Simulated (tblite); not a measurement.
Compound: C6H13N2 (charge +1).
Cartesian coordinates in Å at the GFN2-xTB level; atoms count from 1:
```xyz
21
C6H13N2 angstrom
C      3.213   -0.288    0.055
N      2.006    0.009    0.217
C      0.980   -0.653   -0.529
C     -0.174   -1.084    0.400
N     -0.925    0.162    0.060
C     -0.725    1.199    1.080
C     -2.345   -0.003   -0.248
C     -0.017    0.371   -1.108
H      3.948    0.241    0.642
H      3.574   -1.047   -0.642
H      1.350   -1.416   -1.226
H     -0.697   -1.974    0.057
H      0.072   -1.172    1.456
H     -1.244    0.923    1.997
H     -1.114    2.151    0.724
H      0.343    1.293    1.281
H     -2.482   -0.777   -1.002
H     -2.888   -0.290    0.651
H     -2.754    0.932   -0.626
H     -0.479    0.047   -2.038
H      0.348    1.392   -1.202
```

Level: GFN2-xTB in tblite, geometry and Hessian alike; calculated harmonic values, unscaled, isolated species. The method is semi-empirical: single wavenumbers can be off by several per cent or more. One conformer, not necessarily the lowest.

Harmonic wavenumbers (cm⁻¹): 87.9, 93.2, 207.3, 256.7, 289.9, 301.8, 355.1, 387.6, 418.7, 428.7, 469.2, 684.9, 708.8, 854.5, 875.5, 881.0, 958.9, 992.2, 1003.2, 1014.2, 1017.7, 1024.0, 1042.4, 1070.2, 1094.4, 1113.0, 1176.1, 1193.3, 1218.7, 1231.9, 1247.7, 1260.6, 1282.3, 1297.2, 1398.4, 1404.7, 1415.0, 1419.5, 1432.4, 1450.2, 1453.3, 1460.8, 1471.1, 1752.4, 2893.1, 2938.6, 3025.2, 3026.6, 3026.8, 3031.1, 3033.2, 3039.3, 3040.3, 3044.2, 3045.0, 3046.2, 3099.6.

A = 4680, B = 1356, C = 1266 MHz; mass 113.108 u (most abundant isotopes); point group Cs, symmetry number 1.

What is the zero-point energy?

½Σν̃ = 40743 cm⁻¹ = 116.49 kcal/mol.

Give the ideal-gas entropy at 298.15 K and 1 bar in the rigid-rotor, harmonic-oscillator model (classical rotation).

Translation 40.11, rotation 28.08, vibration 20.94: S = 89.1 cal/(mol K).

And Cp and H(298.15 K) − H(0)?

Cp = 35.11 cal/(mol K), of which vibrations give 27.16 (their classical limit is 57 R = 113.3); H(298.15 K) − H(0) = 6.01 kcal/mol without the zero-point energy, 3.64 from vibrations.

How do the functions run with temperature in this model?

| T (K) | S (cal/(mol K)) | Cp (cal/(mol K)) | H − H(0) (kcal/mol) | G − H(0) (kcal/mol) | ln q(vib) |
| --- | --- | --- | --- | --- | --- |
| 100 | 63.9 | 15.2 | 1.08 | -5.31 | 0.76 |
| 200 | 77.4 | 24.8 | 3.08 | -12.39 | 2.46 |
| 300 | 89.3 | 35.3 | 6.07 | -20.73 | 4.43 |
| 500 | 112.6 | 56.6 | 15.34 | -40.94 | 8.82 |
| 800 | 144.3 | 78.1 | 35.83 | -79.58 | 15.79 |
| 1000 | 162.8 | 87.6 | 52.45 | -110.31 | 20.35 |

q(vib) and H(0) count from the zero-point level.

Which modes carry the vibrational entropy at 298.15 K?

87.9 cm⁻¹: 3.71; 93.2 cm⁻¹: 3.59; 207.3 cm⁻¹: 2.07; 256.7 cm⁻¹: 1.68; 289.9 cm⁻¹: 1.47; 301.8 cm⁻¹: 1.41 cal/(mol K); the other 51 give 7.01 together.

Hindered rotation and anharmonicity are outside this model. Other conformers, if any are populated, would add a mixing term that is left out.

On Arm Neoverse N1, one thread (shared host), this took 1.2 s of wall time. The figure is for the frequency step alone.
